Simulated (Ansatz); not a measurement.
Molecular dynamics of C$_{2}$H$_{8}$B$_{2}$O

The input (input.yaml):

```yaml
crystal:
  periodic: [false, false, false]
  atoms:
    - { symbol: B, position_ang: [-0.848263, 1.007448, 0.272824] }
    - { symbol: C, position_ang: [0.256691, -0.177649, -0.030989] }
    - { symbol: B, position_ang: [-0.133149, -0.902322, 1.193322] }
    - { symbol: C, position_ang: [0.543302, -0.570322, -1.464389] }
    - { symbol: O, position_ang: [0.699928, 1.260379, 0.264987] }
    - { symbol: H, position_ang: [-1.349883, 1.164672, 1.321771] }
    - { symbol: H, position_ang: [-1.379165, 1.41394, -0.686772] }
    - { symbol: H, position_ang: [-0.71165, -1.918221, 1.111485] }
    - { symbol: H, position_ang: [0.14945, -0.455894, 2.245288] }
    - { symbol: H, position_ang: [0.367172, 0.268738, -2.157928] }
    - { symbol: H, position_ang: [-0.133856, -1.398327, -1.733488] }
    - { symbol: H, position_ang: [1.583538, -0.922567, -1.579971] }
    - { symbol: H, position_ang: [0.976185, 1.195324, 1.25896] }
magnetization:
  spin_polarized: true
basis:
  gaussian: { orbitals: STO-3G }
hamiltonian:
  xc: lda
md:
  timestep: 0.25
  n_steps: 250
  ensemble: nve
  temperature: 50.0
  initial_velocities: maxwell_boltzmann
  seed: 468479
```

Command:

```bash
$ ansatz run input.yaml --threads 1 --pin off --max-ram 2048MiB --backend cpu --events-out ev --progress --plain --runs-dir out
```

It starts from a relaxed structure.

Output, in part (one step line in 5, the closing report, with atoms numbered from 0):

```
md step     0: t =     0.00 fs  T =    50.0 K  F+E_penalty+E_count = -5481.20616936 eV  E_kin = 0.071093 eV  conserved = -5481.13507636 eV  (24 SCF iters)
md step     5: t =     1.25 fs  T =    42.4 K  F+E_penalty+E_count = -5481.19527074 eV  E_kin = 0.060240 eV  conserved = -5481.13503078 eV  (21 SCF iters)
md step    10: t =     2.50 fs  T =    30.1 K  F+E_penalty+E_count = -5481.17777351 eV  E_kin = 0.042795 eV  conserved = -5481.13497878 eV  (21 SCF iters)
md step    15: t =     3.75 fs  T =    25.3 K  F+E_penalty+E_count = -5481.17101250 eV  E_kin = 0.036002 eV  conserved = -5481.13501050 eV  (19 SCF iters)
md step    20: t =     5.00 fs  T =    21.5 K  F+E_penalty+E_count = -5481.16558132 eV  E_kin = 0.030542 eV  conserved = -5481.13503899 eV  (19 SCF iters)
md step    25: t =     6.25 fs  T =    12.2 K  F+E_penalty+E_count = -5481.15240643 eV  E_kin = 0.017408 eV  conserved = -5481.13499853 eV  (19 SCF iters)
md step    30: t =     7.50 fs  T =     6.8 K  F+E_penalty+E_count = -5481.14468647 eV  E_kin = 0.009723 eV  conserved = -5481.13496395 eV  (19 SCF iters)
md step    35: t =     8.75 fs  T =    13.4 K  F+E_penalty+E_count = -5481.15400524 eV  E_kin = 0.019008 eV  conserved = -5481.13499730 eV  (19 SCF iters)
md step    40: t =    10.00 fs  T =    23.8 K  F+E_penalty+E_count = -5481.16892328 eV  E_kin = 0.033880 eV  conserved = -5481.13504294 eV  (19 SCF iters)
md step    45: t =    11.25 fs  T =    27.5 K  F+E_penalty+E_count = -5481.17412502 eV  E_kin = 0.039102 eV  conserved = -5481.13502317 eV  (18 SCF iters)
md step    50: t =    12.50 fs  T =    28.4 K  F+E_penalty+E_count = -5481.17535556 eV  E_kin = 0.040362 eV  conserved = -5481.13499321 eV  (25 SCF iters)
md step    55: t =    13.75 fs  T =    33.0 K  F+E_penalty+E_count = -5481.18191229 eV  E_kin = 0.046893 eV  conserved = -5481.13501929 eV  (18 SCF iters)
md step    60: t =    15.00 fs  T =    35.6 K  F+E_penalty+E_count = -5481.18566680 eV  E_kin = 0.050627 eV  conserved = -5481.13503938 eV  (22 SCF iters)
md step    65: t =    16.25 fs  T =    31.4 K  F+E_penalty+E_count = -5481.17971506 eV  E_kin = 0.044698 eV  conserved = -5481.13501676 eV  (22 SCF iters)
md step    70: t =    17.50 fs  T =    25.6 K  F+E_penalty+E_count = -5481.17143589 eV  E_kin = 0.036440 eV  conserved = -5481.13499628 eV  (22 SCF iters)
md step    75: t =    18.75 fs  T =    23.2 K  F+E_penalty+E_count = -5481.16800287 eV  E_kin = 0.032995 eV  conserved = -5481.13500816 eV  (22 SCF iters)
md step    80: t =    20.00 fs  T =    21.6 K  F+E_penalty+E_count = -5481.16577992 eV  E_kin = 0.030757 eV  conserved = -5481.13502316 eV  (18 SCF iters)
md step    85: t =    21.25 fs  T =    17.8 K  F+E_penalty+E_count = -5481.16027681 eV  E_kin = 0.025272 eV  conserved = -5481.13500517 eV  (19 SCF iters)
md step    90: t =    22.50 fs  T =    15.7 K  F+E_penalty+E_count = -5481.15725228 eV  E_kin = 0.022261 eV  conserved = -5481.13499138 eV  (18 SCF iters)
md step    95: t =    23.75 fs  T =    18.2 K  F+E_penalty+E_count = -5481.16093753 eV  E_kin = 0.025927 eV  conserved = -5481.13501074 eV  (19 SCF iters)
md step   100: t =    25.00 fs  T =    21.4 K  F+E_penalty+E_count = -5481.16540032 eV  E_kin = 0.030384 eV  conserved = -5481.13501596 eV  (19 SCF iters)
md step   105: t =    26.25 fs  T =    23.5 K  F+E_penalty+E_count = -5481.16844708 eV  E_kin = 0.033444 eV  conserved = -5481.13500281 eV  (19 SCF iters)
md step   110: t =    27.50 fs  T =    27.3 K  F+E_penalty+E_count = -5481.17382517 eV  E_kin = 0.038819 eV  conserved = -5481.13500629 eV  (18 SCF iters)
md step   115: t =    28.75 fs  T =    31.7 K  F+E_penalty+E_count = -5481.18016360 eV  E_kin = 0.045139 eV  conserved = -5481.13502417 eV  (19 SCF iters)
md step   120: t =    30.00 fs  T =    32.5 K  F+E_penalty+E_count = -5481.18129676 eV  E_kin = 0.046270 eV  conserved = -5481.13502722 eV  (22 SCF iters)
md step   125: t =    31.25 fs  T =    29.2 K  F+E_penalty+E_count = -5481.17647729 eV  E_kin = 0.041469 eV  conserved = -5481.13500786 eV  (25 SCF iters)
md step   130: t =    32.50 fs  T =    26.1 K  F+E_penalty+E_count = -5481.17208562 eV  E_kin = 0.037081 eV  conserved = -5481.13500459 eV  (22 SCF iters)
md step   135: t =    33.75 fs  T =    24.0 K  F+E_penalty+E_count = -5481.16914139 eV  E_kin = 0.034121 eV  conserved = -5481.13502039 eV  (21 SCF iters)
md step   140: t =    35.00 fs  T =    19.7 K  F+E_penalty+E_count = -5481.16302622 eV  E_kin = 0.028016 eV  conserved = -5481.13501049 eV  (19 SCF iters)
md step   145: t =    36.25 fs  T =    15.4 K  F+E_penalty+E_count = -5481.15691642 eV  E_kin = 0.021927 eV  conserved = -5481.13498942 eV  (19 SCF iters)
md step   150: t =    37.50 fs  T =    16.1 K  F+E_penalty+E_count = -5481.15782783 eV  E_kin = 0.022836 eV  conserved = -5481.13499203 eV  (25 SCF iters)
md step   155: t =    38.75 fs  T =    21.0 K  F+E_penalty+E_count = -5481.16486929 eV  E_kin = 0.029857 eV  conserved = -5481.13501238 eV  (19 SCF iters)
md step   160: t =    40.00 fs  T =    25.3 K  F+E_penalty+E_count = -5481.17102908 eV  E_kin = 0.036010 eV  conserved = -5481.13501930 eV  (19 SCF iters)
md step   165: t =    41.25 fs  T =    27.4 K  F+E_penalty+E_count = -5481.17396514 eV  E_kin = 0.038960 eV  conserved = -5481.13500509 eV  (19 SCF iters)
md step   170: t =    42.50 fs  T =    30.2 K  F+E_penalty+E_count = -5481.17793503 eV  E_kin = 0.042929 eV  conserved = -5481.13500625 eV  (19 SCF iters)
md step   175: t =    43.75 fs  T =    33.4 K  F+E_penalty+E_count = -5481.18245852 eV  E_kin = 0.047435 eV  conserved = -5481.13502304 eV  (21 SCF iters)
md step   180: t =    45.00 fs  T =    33.1 K  F+E_penalty+E_count = -5481.18204289 eV  E_kin = 0.047022 eV  conserved = -5481.13502136 eV  (21 SCF iters)
md step   185: t =    46.25 fs  T =    29.5 K  F+E_penalty+E_count = -5481.17699249 eV  E_kin = 0.041986 eV  conserved = -5481.13500671 eV  (20 SCF iters)
md step   190: t =    47.50 fs  T =    26.4 K  F+E_penalty+E_count = -5481.17247241 eV  E_kin = 0.037473 eV  conserved = -5481.13499974 eV  (21 SCF iters)
md step   195: t =    48.75 fs  T =    25.3 K  F+E_penalty+E_count = -5481.17095050 eV  E_kin = 0.035943 eV  conserved = -5481.13500778 eV  (19 SCF iters)
md step   200: t =    50.00 fs  T =    24.5 K  F+E_penalty+E_count = -5481.16981422 eV  E_kin = 0.034801 eV  conserved = -5481.13501317 eV  (19 SCF iters)
md step   205: t =    51.25 fs  T =    22.7 K  F+E_penalty+E_count = -5481.16732814 eV  E_kin = 0.032324 eV  conserved = -5481.13500459 eV  (19 SCF iters)
md step   210: t =    52.50 fs  T =    21.9 K  F+E_penalty+E_count = -5481.16608552 eV  E_kin = 0.031083 eV  conserved = -5481.13500249 eV  (19 SCF iters)
md step   215: t =    53.75 fs  T =    22.5 K  F+E_penalty+E_count = -5481.16696205 eV  E_kin = 0.031955 eV  conserved = -5481.13500674 eV  (19 SCF iters)
md step   220: t =    55.00 fs  T =    23.6 K  F+E_penalty+E_count = -5481.16860135 eV  E_kin = 0.033594 eV  conserved = -5481.13500694 eV  (19 SCF iters)
md step   225: t =    56.25 fs  T =    25.0 K  F+E_penalty+E_count = -5481.17052274 eV  E_kin = 0.035515 eV  conserved = -5481.13500791 eV  (19 SCF iters)
md step   230: t =    57.50 fs  T =    26.3 K  F+E_penalty+E_count = -5481.17244216 eV  E_kin = 0.037437 eV  conserved = -5481.13500491 eV  (19 SCF iters)
md step   235: t =    58.75 fs  T =    28.2 K  F+E_penalty+E_count = -5481.17504261 eV  E_kin = 0.040038 eV  conserved = -5481.13500455 eV  (19 SCF iters)
md step   240: t =    60.00 fs  T =    30.4 K  F+E_penalty+E_count = -5481.17824622 eV  E_kin = 0.043237 eV  conserved = -5481.13500913 eV  (19 SCF iters)
md step   245: t =    61.25 fs  T =    31.8 K  F+E_penalty+E_count = -5481.18024697 eV  E_kin = 0.045233 eV  conserved = -5481.13501446 eV  (19 SCF iters)
md step   250: t =    62.50 fs  T =    30.8 K  F+E_penalty+E_count = -5481.17877304 eV  E_kin = 0.043755 eV  conserved = -5481.13501806 eV  (25 SCF iters)
Total energy: -5481.17879561 eV, -201.4296054624 hartree
Atom 0 at    -0.850004     1.020785     0.273473 Å, force     0.115503    -0.095523     0.205915 eV/Å
Atom 1 at     0.261375    -0.180416    -0.022422 Å, force     0.070626     0.189439    -0.071971 eV/Å
Atom 2 at    -0.135770    -0.922947     1.191602 Å, force     0.164896     0.467381     0.177188 eV/Å
Atom 3 at     0.551982    -0.568977    -1.461112 Å, force    -0.395229    -0.108903     0.444345 eV/Å
Atom 4 at     0.696273     1.266746     0.255528 Å, force     0.185353    -0.197777     0.228912 eV/Å
Atom 5 at    -1.338968     1.217083     1.324710 Å, force     0.028219    -0.124177    -0.062817 eV/Å
Atom 6 at    -1.390599     1.418379    -0.680955 Å, force     0.016450     0.011004    -0.123273 eV/Å
Atom 7 at    -0.711138    -1.928090     1.091770 Å, force    -0.117927    -0.287868    -0.089198 eV/Å
Atom 8 at     0.113453    -0.496739     2.265967 Å, force     0.010244    -0.004679    -0.200266 eV/Å
Atom 9 at     0.324254     0.250837    -2.147876 Å, force     0.043254     0.288405    -0.245119 eV/Å
Atom 10 at    -0.131465    -1.395346    -1.681443 Å, force    -0.146461    -0.317611    -0.232470 eV/Å
Atom 11 at     1.581167    -0.923934    -1.617232 Å, force     0.172298     0.054702     0.104351 eV/Å
Atom 12 at     1.000637     1.199529     1.244909 Å, force    -0.147225     0.125608    -0.135596 eV/Å
Dipole moment:     0.437680     0.130267    -0.010354 e Å
```

The run went to its last step. The conserved energy stayed within 0.0087 meV per atom of its start (net change 0.0045 meV per atom), so the integration is sound. Over the second half the temperature averaged 0.51 of the 50 K drawn at the start: a run that starts near a minimum puts about half its kinetic energy into the potential. A run of 0.062 ps of so small a system gives no equilibrium averages. Limits of this set-up: minimal basis.

The same pairs are bonded in the first frame and the last. Pairs count as bonded within 1.25 times the sum of covalent radii (0.12 Å more for H–H).

Last frame:

```xyz
13
Properties=species:S:1:pos:R:3
B -0.850 1.021 0.274
C 0.261 -0.180 -0.022
B -0.136 -0.923 1.192
C 0.552 -0.569 -1.461
O 0.696 1.267 0.256
H -1.339 1.217 1.325
H -1.391 1.418 -0.681
H -0.711 -1.928 1.092
H 0.114 -0.497 2.266
H 0.324 0.251 -2.148
H -0.132 -1.395 -1.681
H 1.581 -0.924 -1.617
H 1.001 1.200 1.245
```

The run took 7.8 min on 1 thread of Arm Neoverse V1, with other jobs on the host, peak memory 0.099 GiB.
